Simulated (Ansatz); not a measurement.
A run on CH$_{6}$AlFGe (`[CH3][Al]([F])[GeH3]`) with other settings.

```yaml
crystal:
  periodic: [false, false, false]
  atoms:
    - {symbol: C, position_ang: [0.083568, 1.497300, -1.299866]}
    - {symbol: Al, position_ang: [0.742945, 0.230794, 0.013924]}
    - {symbol: F, position_ang: [2.345847, 0.320206, 0.421586]}
    - {symbol: Ge, position_ang: [-0.525960, -1.537260, 1.186655]}
    - {symbol: H, position_ang: [0.648510, 1.413865, -2.233764]}
    - {symbol: H, position_ang: [0.215145, 2.524049, -0.943254]}
    - {symbol: H, position_ang: [-0.974682, 1.351344, -1.528092]}
    - {symbol: H, position_ang: [0.048132, -2.938097, 0.899463]}
    - {symbol: H, position_ang: [-0.490363, -1.348015, 2.715439]}
    - {symbol: H, position_ang: [-2.010041, -1.565287, 0.770809]}
basis:
  gaussian: {orbitals: pcseg-2, point_charges: [{charge: 2.00, position_ang: [6.229, -0.243, 0.332]}]}
total_charge: -1
magnetization: {spin_polarized: true, initial_magnetization: 1}
hamiltonian: {xc: {name: wPBEh}}
scf: {lower_state_search: light}
```

```sh
$ ansatz run in.yaml --threads 4 --pin off --events-out ev --progress --plain --max-ram 10444MiB
```

It prints (some lines left out):

```
Functional definition: wPBEh
  name "wPBEh"
  cite "Heyd, Scuseria & Ernzerhof, J. Chem. Phys. 118, 8207 (2003) doi:10.1063/1.1564060"
  cite "Krukau, Vydrov, Izmaylov & Scuseria, J. Chem. Phys. 125, 224106 (2006) doi:10.1063/1.2404663"
  cite "Heyd & Scuseria, J. Chem. Phys. 120, 7274 (2004) doi:10.1063/1.1668634"
  cite "Ernzerhof & Perdew, J. Chem. Phys. 109, 3313 (1998) doi:10.1063/1.476928"
  cite "Perdew, Burke & Ernzerhof, Phys. Rev. Lett. 77, 3865 (1996) doi:10.1103/PhysRevLett.77.3865"
  parent pbe
  parameter a = 0.25
  parameter omega = 0.11/bohr
  exchange = wpbe_x - a*pbe_x_sr(omega) + a*exact_x_sr(omega)
  correlation = pbe_c
1296 factors; their error is unknown
93 factors; integrals over basis functions are off by at most 6.0e-7 eV
mean field evaluation 1: about -66959.1860 eV, gradient 3.3e1 eV
mean field evaluation 2: about -66955.2050 eV, gradient 4.0e1 eV
mean field evaluation 4: about -66964.1647 eV, gradient 1.5e0 eV
mean field evaluation 8: about -66964.1788 eV, gradient 8.7e-2 eV
mean field evaluation 16: about -66964.4325 eV, gradient 3.6e-3 eV
mean field -66964.43251761 eV, -2460.8975048995 hartree, gradient 8.6e-6 eV, S^2 0.751052; 3 other end points of the search recorded, 0 dependent functions left out
reference -66964.43258032 eV, -2460.8975072043 hartree; 34, 33 occupied and 187, 188 virtual orbitals, 1296 factors
Total energy: -66964.43258032 eV, -2460.8975072043 hartree
```

Run time 7.5 s (4 threads of an Arm Neoverse V2 on a shared host); peak host memory 0.83 GiB.
